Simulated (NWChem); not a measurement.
System meant: GaH, singlet; SMILES [GaH]

The following NWChem deck was run.

```
start job
memory heap 200 mb stack 900 mb global 1100 mb
geometry units angstroms noautosym nocenter noautoz
  Ga     0.000000     0.000000    -0.051659
  H      0.000000     0.000000    -1.734072
end
basis spherical
  * library def2-svp
end
dft
  xc xtpss03 ctpss03
  iterations 150
end
property
  shielding
end
task dft property
```

End of the output:

```
 Vector   19  Occ=0.000000D+00  E= 5.957344D-02
              MO Center=  2.4D-10, -5.1D-10,  9.0D-02, r^2= 4.9D+00
   Bfn.  Coefficient  Atom+Function         Bfn.  Coefficient  Atom+Function
  ----- ------------  ---------------      ----- ------------  ---------------
    34      1.331051  2 H  s                 17      1.241406  1 Ga pz
     4     -0.679864  1 Ga s                  5     -0.267493  1 Ga s
    14      0.264603  1 Ga pz                33      0.239280  2 H  s
     3      0.210043  1 Ga s                 11     -0.117173  1 Ga pz
    20     -0.107113  1 Ga d  0              30      0.057523  1 Ga d  0

 center of mass
 --------------
 x =   0.00000000 y =   0.00000000 z =  -0.14343883

 moments of inertia (a.u.)
 ------------------
          10.040233099830           0.000000000000           0.000000000000
           0.000000000000          10.040233099830           0.000000000000
           0.000000000000           0.000000000000           0.000000000000

     Multipole analysis of the density
     ---------------------------------

     L   x y z        total         alpha         beta         nuclear
     -   - - -        -----         -----         ----         -------
     0   0 0 0     -0.000000    -16.000000    -16.000000     32.000000

     1   1 0 0     -0.000000     -0.000000     -0.000000      0.000000
     1   0 1 0      0.000000      0.000000      0.000000      0.000000
     1   0 0 1      0.118871      3.211027      3.211027     -6.303183

     2   2 0 0    -11.507397     -5.753699     -5.753699      0.000000
     2   1 1 0      0.000000      0.000000      0.000000      0.000000
     2   1 0 1     -0.000000     -0.000000     -0.000000      0.000000
     2   0 2 0    -11.507397     -5.753699     -5.753699      0.000000
     2   0 1 1      0.000000      0.000000      0.000000      0.000000
     2   0 0 2    -17.192573    -14.113106    -14.113106     11.033639

          -----------------------------------------
          Chemical Shielding Tensors (GIAO, in ppm)
          -----------------------------------------

 ------------------------------------------------------------------------
  xtpss03: d2 not coded                    0
 ------------------------------------------------------------------------
 ------------------------------------------------------------------------
  current input line :
    17: task dft property
 ------------------------------------------------------------------------
 ------------------------------------------------------------------------
 This error has not yet been assigned to a category
 ------------------------------------------------------------------------
 For more information see the NWChem manual at https://nwchemgit.github.io

0: xtpss03: d2 not coded:Received an Error in Communication
```

Task: Find the fault in this run and fix the input.

Result: The program stopped with an error. Cause: this functional's second derivatives, which shieldings need, aren't coded here; the fix takes a hybrid GGA instead. This input runs:
```
start job
memory heap 200 mb stack 900 mb global 1100 mb
geometry units angstroms noautosym nocenter noautoz
  Ga     0.000000     0.000000    -0.051659
  H      0.000000     0.000000    -1.734072
end
basis spherical
  * library def2-svp
end
dft
  xc pbe0
  iterations 150
end
property
  shielding
end
task dft property
```
It converges to -1924.91058 Ha (PBE0/def2-SVP, GIAO).
